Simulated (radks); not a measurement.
Species: the terbium ion Tb2+. Configuration: [Xe] 4f9. Calculated with a radial shooting solver on a logarithmic mesh with Libxc functionals: scalar-relativistic Kohn-Sham, r2SCAN, spin-polarised, spherical densities, finite nucleus; open shells are filled with parallel spins first (spin-orbit coupling, left out, can overturn this in heavy ions); meta-GGA in the generalised Kohn-Sham scheme; Fermi nuclear charge, rms radius 5.06 fm.

Radial electron density D(r) = 4 pi r^2 rho(r):

r (bohr)  D(r) (e/bohr)   spin D(r)
0.002366          16.76    0.000156
0.00271           20.36    0.000189
0.00313           24.83    0.000229
0.003586          29.73    0.000272
0.004141          35.62    0.000322
0.004745          41.83    0.000374
0.005436          48.57    0.000428
0.006278          56.10    0.000485
0.007192          63.31    0.000536
0.008306          70.66    0.000581
0.009517          76.89    0.000613
0.01099           82.21    0.000630
0.01259           85.56    0.000629
0.01454           87.00    0.000613
0.01666           86.32    0.000594
0.01924           83.82    0.000584
0.02204           80.61    0.000608
0.02546           77.68    0.000687
0.02917           76.85    0.000815
0.03342           79.15    0.000956
0.03859           85.58     0.00100
0.04421           94.71    0.000756
0.05106           105.3  -0.0000781
0.0585            113.1    -0.00156
0.06756           115.7    -0.00358
0.0774            111.6    -0.00463
0.08939           102.0    -0.00131
0.1024            92.25      0.0125
0.1183            86.83      0.0511
0.1355            89.08       0.129
0.1552            96.35       0.272
0.1793            102.4       0.531
0.2054            99.47       0.913
0.2372            84.97        1.50
0.2718            65.67        2.23
0.3139            49.13        3.19
0.3596            43.52        4.17
0.4153            46.98        5.16
0.4758            51.88        5.81
0.5495            51.45        6.07
0.6296            44.24        5.85
0.7271            33.12        5.25
0.833             23.68        4.48
0.9543            17.38        3.61
1.102             13.69        2.69
1.263             11.45        1.88
1.458             9.124        1.16
1.671             6.705       0.648
1.93              4.243       0.298
2.211             2.396       0.120
2.553             1.116      0.0379
2.925            0.4639      0.0103
3.378            0.1552     0.00165
3.87            0.04763   -0.000329
4.469           0.01198   -0.000575
5.121          0.002971   -0.000376

D(r) has 4 maxima, at r = 0.0148, 0.0665, 0.185, 0.507 bohr, and minima at 0.0285, 0.121, 0.363 bohr, inside which lie 1.94, 11.12, 29.40 electrons.
